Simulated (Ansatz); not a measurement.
Isomers of CH3ClGeO, relaxed with PBE0-D4/def2-TZVP in Ansatz; electronic energies, one conformer each and not always the lowest. Functionals use def2-TZVPP; CBS adds triple-zeta CCSD(T) − MP2 to the MP2 limit of def2-TZVPP and def2-QZVPP.

Outer-core shells of Ge are correlated without core-valence functions. Scalar relativity is left out up to krypton. Spin–orbit coupling is left out.

Question: Order them by energy at frozen-core CCSD(T)/CBS, lowest first. (An estimate is asked.)
A. `O=[CH][GeH2][Cl]`
B. `[Cl][GeH]1[CH2][O]1`
C. `C[O][Ge][Cl]`

Answer: C (0.0 kJ/mol), A (135.9 kJ/mol), B (165.2 kJ/mol).

Question: How do r2SCAN-D4, HF/CBS(def2), B2PLYP, ωB97M-V place them (kJ/mol, against `C[O][Ge][Cl]`)? (An estimate is asked.)

Answer: The calculation gave: 
| isomer | r2SCAN-D4 | HF/CBS(def2) | B2PLYP | ωB97M-V |
| --- | --- | --- | --- | --- |
| `[Cl][GeH]1[CH2][O]1` | 159.0 | 192.5 | 176.3 | 177.8 |
| `O=[CH][GeH2][Cl]` | 129.9 | 117.0 | 135.6 | 138.9 |
